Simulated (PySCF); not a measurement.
Coordinates in bohr (charge 0 multiplicity 6):
```
Ru    0.0000    0.0000   -0.6458
O     0.0000    0.0000   -3.9691
Cl    0.0000    0.0000    3.6974
```

These are results of PySCF, UPBE0, basis Ru def2-TZVP with ECP28, O def2-TZVP, Cl def2-TZVP (scalar-relativistic core potentials, no spin–orbit coupling, density fitting), not measurements.

This geometry of RuOCl is a stationary point at this level.

**Question.** What is the point group?

**Answer.** C∞v.

**Question.** Is it a minimum?

**Answer.** No: it has 2 imaginary modes (one degenerate set), at 62i cm⁻¹ (π).

**Question.** List the harmonic modes with their infrared intensities.

**Answer.** 
```csv
symmetry,ω (cm⁻¹),"IR (km/mol, summed over degenerate members)",type
π,62i,–,bend
σ+,375,48.5,stretch
σ+,843,67.2,stretch
```

**Question.** Give the atomic charges and bond orders.

**Answer.** 
```tsv
atom	Mulliken	Löwdin	polar tensor	spin (Mulliken)	Mayer order to Ru1
Ru1	0.91	0.48	1.23	3.91	–
O2	-0.49	-0.33	-0.57	1.00	1.71
Cl3	-0.42	-0.14	-0.65	0.09	0.90
```

In C∞v the vibrations span π + 2σ+.

Other isomers or separated fragments may lie lower. Other spin states or occupations of the open shell can lie lower. At this level a quartet minimum of Cs symmetry lies 69 kJ/mol below this structure.
